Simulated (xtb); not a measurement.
CH3Si (SMILES C[Si]), doublet, geometry from GFN2-xTB; GFN2-xTB (xtb 6.7.1).

The xtb input:
```
$ xtb mol.xyz --gfn 2 --uhf 1 --grad --json

# file mol.xyz
5

C     -1.13014189     0.00566523    -0.00711113
Si     0.81261806    -0.00407353     0.00511319
H     -1.52987408    -0.60088156    -0.82180865
H     -1.52612189     1.01530756    -0.13055784
H     -1.53980551    -0.39138794     0.92344859
```

Output, abridged:

```
   ID    Z sym.   atoms
    1    6 C      1
    2   14 Si     2
    3    1 H      3-5

           -------------------------------------------------
          |                Calculation Setup                |
           -------------------------------------------------

           -------------------------------------------------
          |                 G F N 2 - x T B                 |
           -------------------------------------------------

          ...................................................
          :                      SETUP                      :
          :.................................................:
          :  # basis functions                  17          :
          :  # atomic orbitals                  16          :
          :  # shells                            8          :
          :  # electrons                        11          :
          :  max. iterations                   250          :
          :  Hamiltonian                  GFN2-xTB          :
          :  restarted?                      false          :
          :  GBSA solvation                  false          :
          :  PC potential                    false          :
          :  electronic temp.          300.0000000     K    :
          :  accuracy                    1.0000000          :
          :  -> integral cutoff          0.2500000E+02      :
          :  -> integral neglect         0.1000000E-07      :
          :  -> SCF convergence          0.1000000E-05 Eh   :
          :  -> wf. convergence          0.1000000E-03 e    :
          :  Broyden damping             0.4000000          :
          :  net charge                          0          :
          :  unpaired electrons                  1          :
          ...................................................

 iter      E             dE          RMSdq      gap      omega  full diag
   1     -5.3220576 -0.532206E+01  0.698E+00    0.00       0.0  T
   2     -5.3376359 -0.155782E-01  0.297E+00    0.00       1.0  T
   3     -5.3398545 -0.221858E-02  0.195E+00    0.00       1.0  T
   4     -5.3399875 -0.133087E-03  0.591E-01    0.00       1.0  T
   5     -5.3400920 -0.104414E-03  0.289E-01    0.00       1.0  T
   6     -5.3401254 -0.334675E-04  0.730E-02    0.00       1.0  T
   7     -5.3401272 -0.178927E-05  0.276E-02    0.00       1.6  T
   8     -5.3401275 -0.263413E-06  0.997E-03    0.00       4.5  T
   9     -5.3401276 -0.691925E-07  0.779E-04    0.00      57.4  T
[...]
         :: total energy              -5.281116521532 Eh    ::
[...]
        15                          0.2439122               6.6372
        16                          0.3847370              10.4692
      -------------------------------------------------------------
                  HL-Gap            0.0000001 Eh            0.0000 eV
             Fermi-level           -0.2460735 Eh           -6.6960 eV

     #   Z          covCN         q      C6AA      α(0)
     1   6 C        3.640    -0.191    24.666     7.143
     2  14 Si       0.867     0.215   233.942    33.238
     3   1 H        0.924    -0.008     3.206     2.800
     4   1 H        0.924    -0.008     3.206     2.800
     5   1 H        0.924    -0.008     3.206     2.800

 Mol. C6AA /au·bohr⁶  :        637.818827
 Mol. C8AA /au·bohr⁸  :      29786.440579
 Mol. α(0) /au        :         48.781190

Wiberg/Mayer (AO) data.
largest (>0.10) Wiberg bond orders for each atom

 ---------------------------------------------------------------------------
     #   Z sym  total        # sym  WBO       # sym  WBO       # sym  WBO
 ---------------------------------------------------------------------------
     1   6 C    3.944 --     5 H    0.989     3 H    0.989     4 H    0.989
                             2 Si   0.978
     2  14 Si   0.997 --     1 C    0.978
     3   1 H    0.996 --     1 C    0.989
     4   1 H    0.996 --     1 C    0.989
     5   1 H    0.996 --     1 C    0.989
 ---------------------------------------------------------------------------

Topologies differ in total number of bonds
Writing topology from bond orders to xtbtopo.mol

molecular dipole:
                 x           y           z       tot (Debye)
 q only:        0.810      -0.004       0.005
   full:       -0.081       0.000      -0.001       0.206
molecular quadrupole (traceless):
                xx          xy          yy          xz          yz          zz
 q only:       -0.524       0.004       0.262      -0.005       0.000       0.262
  q+dip:       -1.558       0.012       0.779      -0.015       0.000       0.779
   full:       -2.379       0.018       1.190      -0.022       0.000       1.190

           -------------------------------------------------
          | TOTAL ENERGY               -5.281116521532 Eh   |
          | GRADIENT NORM               0.000002886786 Eh/α |
          | HOMO-LUMO GAP               0.000002724996 eV   |
           -------------------------------------------------

normal termination of xtb
```
